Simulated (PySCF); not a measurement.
## Telling isomers of C$_{8}$H$_{7}$O$_{2}$P apart by NMR

In vacuum, a single conformation, non-relativistic, one averaged value for each set of equivalent atoms. GFN2-xTB geometry; GIAO PBE0/pcSseg-1 shieldings; PySCF 2.14.

Referencing at the same level of theory: ¹H and ¹³C vs TMS. Splittings of carbon signals by F and P are missing where no couplings were computed. Where no couplings were computed, multiplicities follow the n + 1 count of equivalent neighbours, and m marks all less simple cases (inequivalent or close neighbours, rings, F or P nearby). Shifts are as computed. Against solution values, carbons near 30 ppm lie about +3 ppm off and those near 130 ppm about +5 ppm. Of 1211 compounds with measured shifts, 218 miss one by over three times the rms of a fit or turn the order of signals round; such compounds aren't used in these exercises. OH and NH positions are gas-phase values without hydrogen bonding to other molecules.

(1) Tabulate the signals of `COc1oc2ccccc2p1`, `CC(=O)c1ccc(C=O)cp1`, `c1cc(Pc2ccoc2)co1`, `Cc1cc(C=O)pc(C=O)c1`, `C#C[P@](=O)(O)c1ccccc1` and their relative energies.

(2) What is the quickest way to tell CC(=O)c1ccc(C=O)cp1 from c1cc(Pc2ccoc2)co1?

(3) What is the quickest way to tell Cc1cc(C=O)pc(C=O)c1 from C#C[P@](=O)(O)c1ccccc1?

(4) What is the quickest way to tell COc1oc2ccccc2p1 from Cc1cc(C=O)pc(C=O)c1?

Results:

(1) 
| SMILES | carbon types | δC | δH | E rel. (kcal/mol) |
| --- | --- | --- | --- | --- |
| COc1oc2ccccc2p1 | 3×C 4×CH 1×CH3 | 212.5, 157.6, 147.0, 134.4, 128.5, 128.3, 116.9, 56.9 | 8.18 (m, 1H), 7.67 (m, 1H), 7.54 (m, 1H), 7.52 (m, 1H), 4.24 (s, 3H) | 1.3 |
| CC(=O)c1ccc(C=O)cp1 | 3×C 4×CH 1×CH3 | 200.6, 195.9, 177.1, 165.1, 142.6, 142.4, 140.8, 31.5 | 10.28 (m, 1H), 10.23 (m, 1H), 9.44 (m, 1H), 8.16 (m, 1H), 3.03 (s, 3H) | 0.0 |
| c1cc(Pc2ccoc2)co1 | 2×C 6×CH | 152.4, 148.7, 125.1, 122.0 | 7.61 (m, 2H), 7.31 (m, 2H), 6.76 (m, 2H), 5.36 (m, 1H) | 26.3 |
| Cc1cc(C=O)pc(C=O)c1 | 3×C 4×CH 1×CH3 | 197.1, 178.8, 148.2, 146.1, 25.5 | 10.28 (m, 2H), 8.13 (m, 2H), 2.81 (s, 3H) | 6.7 |
| C#C[P@](=O)(O)c1ccccc1 | 2×C 6×CH | 139.3, 138.3, 136.2, 133.5, 94.8, 85.4 | 8.15 (m, 2H), 7.84 (m, 1H), 7.78 (m, 2H), 2.99 (br s, 1H), 2.32 (m, 1H) | 6.4 |

Energies are electronic energies at PBE0/pcSseg-1 on these geometries, without zero-point or thermal terms, each for the one conformer computed, which needn't be the lowest.

(2) Count the carbon signals: 8 against 4. The first has a ketone carbonyl carbon (C) at 200.6 ppm, the second an aromatic CH at 122.0 ppm. Their most deshielded carbons lie at 200.6 and 152.4 ppm. In the proton spectra the most deshielded non-exchanging signals are 10.28 (m, 1H) and 7.61 (m, 2H).

(3) Count the carbon signals: 5 against 6. The first has a methyl carbon on an aromatic ring (CH3) at 25.5 ppm, the second an alkyne carbon (C) at 85.4 ppm. Their most deshielded carbons lie at 197.1 and 139.3 ppm. In the proton spectra the most deshielded non-exchanging signals are 10.28 (m, 2H) and 8.15 (m, 2H).

(4) Count the carbon signals: 8 against 5. The first has an aromatic carbon bearing oxygen (C) at 212.5 ppm, the second an aldehyde carbonyl carbon (CH) at 197.1 ppm. In the proton spectra the most deshielded non-exchanging signals are 8.18 (m, 1H) and 10.28 (m, 2H).
